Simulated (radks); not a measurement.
Values are calculated unless marked as measured or tabulated.
Pm47+, configuration [Ne] 3s2 3p2.

Code: a radial shooting solver on a logarithmic mesh with Libxc functionals. Model: Dirac Kohn-Sham, exchange-only PBE, spin-unpolarised, spherical densities, finite nucleus; open shells fill j = l - 1/2 first; Fermi nuclear charge, rms radius 4.962 fm.

Energy parts (Ry):
total: -15752.7363
kinetic: 17335.0661
electron-nucleus: -34608.1602
Hartree: 1765.3422
exchange: -244.9845

Orbitals (lengths in bohr, moments of r in powers of bohr; <r^-3> diverges for s and p1/2; r(90%) holds 90 % of the orbital's charge):
orbital,occ.,eigenvalue (Ry),<r^-3>,r(90%),<r^2>,small-component weight
1s1/2,2,-3541.945,-,0.0418,0.0007311,5.13e-02
2s1/2,2,-762.2794,-,0.150,0.01116,1.15e-02
2p1/2,2,-736.9086,-,0.133,0.008111,1.15e-02
2p3/2,4,-694.5363,8660,0.141,0.009274,1.08e-02
3s1/2,2,-304.3053,-,0.342,0.06320,4.45e-03
3p1/2,2,-295.1319,-,0.330,0.05728,4.39e-03
3p3/2,0,-284.2043,2315,0.343,0.06200,4.20e-03
3d3/2,0,-271.4974,405.6,0.304,0.04608,4.04e-03
3d5/2,0,-268.8576,365.3,0.308,0.04733,3.99e-03
4s1/2,0,-161.8479,-,0.617,0.2163,2.31e-03

The highest occupied level is 3p1/2 at -4015.5 eV. Summed over all electrons, <r^2> = 0.3181 bohr^2, which gives a Langevin (diamagnetic) susceptibility term of -0.252 x 10^-6 cm^3/mol. The density falls to 0.001 e/bohr^3 at r = 0.66 bohr. For comparison, the ionisation energy in NIST's Atomic Spectra Database is 4056 eV (theoretical). In exact Kohn-Sham theory the highest level is minus the ionisation energy, but local and semilocal functionals leave it too shallow, through self-interaction and a potential that decays too fast; potentials with the right tail come closer.

Beside tabulated values, note that spin-unpolarised runs miss the spin-polarisation part of the exchange energy of open shells.
